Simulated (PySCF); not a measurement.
Compound: C₂H₉BSi.
Numbering: `[BH2:1][CH2:2][CH2:3][SiH3:4]` (hydrogens: H5, H6 on B1; H7, H8 on C2; H9, H10 on C3; H11, H12, H13 on Si4)

Structure used (PBE0-D3(BJ)/def2-SVP), in Å, numbered top down from 1:
```xyz
13
C2H9BSi angstrom
B     -1.6920    0.4372   -0.5833
C     -0.8183   -0.7076    0.0009
C      0.6401   -0.8351   -0.4399
Si     1.7503    0.4921    0.3127
H     -1.3566    1.0375   -1.5815
H     -2.7733    0.6787   -0.0946
H     -1.4166   -1.5750   -0.3740
H     -0.9341   -0.7906    1.0962
H      0.7184   -0.7532   -1.5373
H      1.0622   -1.8193   -0.1723
H      1.7607    0.3728    1.8053
H      3.1546    0.3714   -0.1860
H      1.2259    1.8519   -0.0329
```

Computed with PBE0-D3(BJ)/def2-SVP geometry optimisation, gas phase (PySCF 2.14.0).

Masses are those of the commonest isotopes; rigid-rotor values at the optimised geometry. The values belong to one conformer with, in the numbering `[BH2:1][CH2:2][CH2:3][SiH3:4]`, H–B1–C2–C3 17° and -168°, B1–C2–C3–Si4 74°.

Q: What are A, B and C (cm⁻¹)?

A: Ia = 45.11, Ib = 167.74, Ic = 188.29 u·Å²; 505379 MHz·u·Å²/I gives 11204, 3013 and 2684 MHz, that is A = 0.37372, B = 0.10050, C = 0.08953 cm⁻¹.

Q: Classify the top.

A: A near-prolate asymmetric top. Ray's parameter κ = (2B − A − C)/(A − C) = -0.923; −1 is the prolate and +1 the oblate limit.

Q: Is it planar, by Δ = Ic − Ia − Ib?

A: Not planar: Δ = Ic − Ia − Ib = -24.56 u·Å². For a rigid frame Δ = −2 Σ m c², so Σ m c² = 12.28 u·Å² lies off the ab plane: 9.01 from hydrogen and 3.27 from heavier atoms. The atom farthest from that plane is 1.53 Å away.

Q: Predict some low-J microwave lines.

A: The dipole components are |μa| = 0.33 D, |μb| = 1.13 D, |μc| = 0.04 D. The squared components, which scale the intensities, stand as 0.09 : 1.00 : 0.00 (a : b : c). Some of the stronger lines:

| type | branch | J(Ka,Kc) | MHz | lower level (cm⁻¹) |
| --- | --- | --- | --- | --- |
| b | R | 2(0,2) ← 1(1,1) | 3193 | 0.463 |
| b | Q | 5(1,4) ← 5(0,5) | 11088 | 2.839 |
| b | R | 1(1,1) ← 0(0,0) | 13888 | 0.000 |
| b | Q | 4(2,2) ← 4(1,3) | 23586 | 2.233 |
| b | R | 3(1,3) ← 2(0,2) | 24463 | 0.570 |
| b | Q | 2(2,0) ← 2(1,1) | 24583 | 0.865 |
| b | Q | 3(2,2) ← 3(1,3) | 26059 | 1.386 |
| b | Q | 5(2,4) ← 5(1,5) | 27569 | 3.045 |
| b | R | 5(1,5) ← 4(0,4) | 34453 | 1.895 |
| b | Q | 5(3,2) ← 5(2,3) | 41532 | 3.976 |
| b | Q | 3(3,1) ← 3(2,2) | 41784 | 2.255 |
| b | R | 4(2,2) ← 3(1,3) | 48984 | 1.386 |
| b | R | 5(2,4) ← 4(1,3) | 51904 | 2.233 |
| b | Q | 5(4,2) ← 5(3,3) | 58461 | 5.361 |
| b | Q | 4(4,1) ← 4(3,2) | 58471 | 4.409 |
| b | R | 5(5,1) ← 4(4,0) | 103686 | 6.360 |

Q: Estimate the classical rotational partition function at 25 K, 200 K and 298.15 K.

A: Point group C1, symmetry number σ = 1; q = (√π/σ)·√((kT/h)³/(ABC)), k/h = 20836.6 MHz/K: 2210 at 25 K, 50100 at 200 K, 91200 at 298.15 K.

Whether it is a minimum is left open (no frequencies). Zero-point vibration and centrifugal distortion are left out. A rigid rotor knows nothing of internal rotation, which can split or shift real lines. Quadrupole hyperfine structure (11B) is left out.

On one thread, Arm Neoverse V1 (aarch64), on a shared host, this took 22 s and 0.43 GiB of memory at its peak. That covers the optimisation of the geometry.
